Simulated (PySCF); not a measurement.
**Energy of Pt²⁺ (platinum, charge +2) between two integer charges**

The 5d beta orbital of [Xe] 4f14 5d8 is emptied in steps (occupation f), with all orbitals relaxed, ending at [Xe] 4f14 5d7. Computed with PySCF 2.14 in def2-TZVP with the def2 core potential (60 electrons), with a scalar-relativistic core potential. The exact energy is a straight line in f; departures are measured from the line between the end points of the same method.

```csv
f,UHF (eV),LDA (eV),PBE (eV)
1,0.000,0.000,0.000
0.8,0.210,-0.988,-0.962
0.6,0.307,-1.487,-1.447
0.4,0.300,-1.493,-1.450
0.2,0.196,-0.998,-0.968
0,0.000,0.000,0.000
```

Problem. For PBE, how does the orbital energy at f = 1 compare with the removal energy?

Solution. −ε = 25.377 eV against a total-energy difference of 31.368 eV. By Janak's theorem ε = ∂E/∂f, so the gap between them reflects the curvature. Along the path −ε is 27.747 (f = 0.8), 30.145 (f = 0.6), 32.561 (f = 0.4), 34.992 (f = 0.2) eV.

| method | E(f=0) − E(f=1) (eV) | −ε at f=1 (eV) | −ε at f=0.4 (eV) |
| --- | --- | --- | --- |
| UHF | 29.548 | 30.893 | 29.263 |
| LDA | 31.662 | 25.517 | 32.881 |
| PBE | 31.368 | 25.377 | 32.561 |

Reference removal energy between the ground levels: 29 ± 1.6 eV (theoretical estimate listed by NIST; NIST Atomic Spectra Database, ionization energies). The calculation has no spin-orbit coupling. The determinant left behind need not be the lowest term of the ion. UHF lacks correlation.
